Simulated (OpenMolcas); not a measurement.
Pt4+ with 6 ligands (fluoride) in trigonal antiprismatic coordination (D3d) at 1.94 Å, a polar angle of 54.2° against the regular 54.74°. A charge of +0.333 e stands 3.2 Å behind each ligand. Ligand basis ANO-RCC-VDZP.
```
Pt    0.0000    0.0000    0.0000
F     0.0000    1.5732    1.1351
F    -1.3625   -0.7866    1.1351
F     1.3625   -0.7866    1.1351
F     0.0000   -1.5732   -1.1351
F     1.3625    0.7866   -1.1351
F    -1.3625    0.7866   -1.1351
```

- Program: OpenMolcas 26.06
- Method: CASSCF
- Basis: ANO-RCC-VDZP [7s6p4d2f]
- Scalar Hamiltonian: DKH2, point nucleus
- Active space: 6 electrons in 5 orbitals (5d)
- State averaging: 2S+1 = 5 even, 5 roots; 2S+1 = 3 even, 45 roots; 2S+1 = 1 even, 50 roots
- Spin-orbit coupling: RASSI with atomic mean-field integrals over the reference wave functions

(1) What is the spin-free ground state?

(2) Where is the first state of the same spin?

(3) What are the lowest two levels with spin-orbit coupling?

(4) What is χT at 300 K?

## Answers

(1) A state of multiplicity 1, 1-fold in its orbital part; d6 allows 2S+1 = 5, so this is a state of lower spin.

(2) 1E at 29100 cm-1 above the ground state.

(3) A 1-fold level, then a 2-fold level 21374 cm-1 above it. Their leading multiplicities are 1 (86 %) and 3 (90 %).

(4) 0.02 cm3 K/mol.

Without dynamic correlation the repulsion within the d shell is too large (B by tens of per cent), so at a given field states of lower spin stand too high. The least metal-like active orbital is 69 % on the metal (Löwdin) and no ligand orbital is active, so the numbers are rough, and ground spin, moment and any spin crossover can be artefacts of this space; highly charged d ions in such sites are as a rule low spin. With metal d orbitals alone the field can be off either way by tens of per cent. Ligand-to-metal charge-transfer states are missing. With no ligand orbital active B as a rule stays too high, so bands that hang on it stand too high and its fall with covalency is understated. No measured value stands beside these numbers; the geometry was imposed, not optimised, and the real ion may take another.
